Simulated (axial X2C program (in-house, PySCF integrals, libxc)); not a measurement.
Potential curves of WF⁻, with spin–orbit coupling

All values were computed with an in-house all-electron X2C program for linear molecules (integrals from PySCF). Two-component (2c) means X2C with spin–orbit coupling and atomic mean-field two-electron Coulomb and Gaunt terms. Basis: W dyall-acv3z [14s15p10d7f4g], F dyall-av3z [7s6p3d2f] (cores contracted in-house); Gaussian nuclei, density fitting, unrestricted open shells. Masses: W 183.951 u, F 18.998 u.

State: Ω = 2 (⟨Sz⟩ = 1.95, ⟨Lz⟩ = 0.05 at PBE0). Energies in eV from the lowest point of each curve. Fits are polynomials in 1 − R0/R over 0.85 to 1.23 times the lowest point R0.

| R (Å) | PBE0 | B3LYP |
| --- | --- | --- |
| 1.6774 | 0.9541 | 1.0337 |
| 1.7545 | 0.3868 | 0.4389 |
| 1.8123 | 0.1501 | 0.1831 |
| 1.8702 | 0.0311 | 0.0467 |
| 1.9280 | 0.0000 | 0.0000 |
| 1.9955 | 0.0434 | 0.0273 |
| 2.0630 | 0.1461 | 0.1157 |
| 2.1497 | 0.3320 | 0.2859 |
| 2.2558 | 0.6019 | 0.5397 |
| 2.4100 | 1.0140 | 0.9325 |

Occupations by symmetry block were frozen at the best pattern of an incomplete PBE0 search. Density functionals use the spin component along the axis (collinear). The highest occupied level is positive at some bond lengths even in Hartree–Fock (under at least one Hamiltonian), so the basis set holds the extra electron there; where that holds at Re the anion is at best weakly bound and its constants depend on the basis. With several unpaired electrons one determinant need not be a pure state. Open-shell Ω = 0 determinants with evenly filled partner blocks cannot be reached by this program, so the Ω shown need not be the lowest component. The determinant is spin-polarised beyond a pure state at some levels (its spin-free form has ⟨S²⟩ too high), which makes Re and μ there less reliable.

Problem. Fit the PBE0 curve near its minimum: give the equilibrium distance and the harmonic wavenumber.

Solution. At PBE0, 2c: Re = 1.924 Å, ωe ≈ 554 cm⁻¹; Be follows as 0.264 cm⁻¹.

Problem. What are Re and ωe at the B3LYP level?

Solution. At B3LYP, 2c: Re = 1.937 Å, ωe ≈ 541 cm⁻¹; Be follows as 0.261 cm⁻¹.
